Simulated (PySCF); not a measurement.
Ligand exchange on a metal centre used in film growth or etching (Nb F-NH2). Gas-phase values, no solvent. One relaxed conformer stands for each flexible species; it need not be the lowest. In the def2 sets, heavy atoms carry core potentials. All members: neutral, multiplicity 1. Level: B3LYP-D3(BJ)/def2-TZVP // r2SCAN-D4/def2-SVP (PySCF), beside PBE-D3(BJ)/def2-TZVP // r2SCAN-D4/def2-SVP (PySCF) at the same geometries. B3LYP has the VWN-RPA correlation part, as in Gaussian.  Orbital energies are measured against the vacuum level.

| species | LUMO, PBE (eV) | LUMO, B3LYP-D3(BJ) (eV) |
|---|---|---|
| [Nb(F)5] | -4.20 | -3.80 |
| [Nb(F)4(NH2)] | -3.92 | withheld |
| [Nb(F)3(NH2)2] | -3.60 | -3.03 |
| [Nb(F)2(NH2)3] | -3.07 | -2.45 |
| [Nb(F)(NH2)4] | -2.01 | -1.44 |
| [Nb(NH2)5] | -1.72 | -1.15 |

Fit y = a + b·x, y being the LUMO at the first level, to the 5 complete rows by least squares, with x = the PBE value in eV. Give a, b and the rms residual, and predict the withheld value.

Means of the 5 rows: x̄ = -2.92, ȳ = -2.374 eV. Σ(x − x̄)² = 4.3914 and Σ(x − x̄)(y − ȳ) = 4.6015, so b = 1.048 and a = ȳ − b·x̄ = 0.686 eV. The rms residual is 0.061 eV. At x = -3.92 the line gives -3.42 eV. The run for [Nb(F)4(NH2)] gave -3.43 eV, so the line is off by 0.01 eV, within twice the rms residual.

Codes: PySCF.
